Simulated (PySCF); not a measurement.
O2S2, SMILES [S](=O)[S]=O (connectivity only; charge and spin as stated), neutral, multiplicity 1. Geometry: PBE0-D3(BJ)/def2-SVP. The values are those of a single conformer.

TDA-LC-ωPBE/def2-SVPD (PySCF) puts the lowest singlet excitations at 2.36, 3.62, 4.41, 4.87, 5.18, 5.35 eV.

What are the lowest excitation roots from ADC(2)/aug-cc-pVDZ (PySCF 2.14.0)? (Estimate from the structure and the level; the computed values follow.)

2.24, 3.24, 4.07, 4.11, 4.15, 5.19 eV. S1 differs by -0.12 eV (second minus first; roots are paired by order, and the bases may differ).
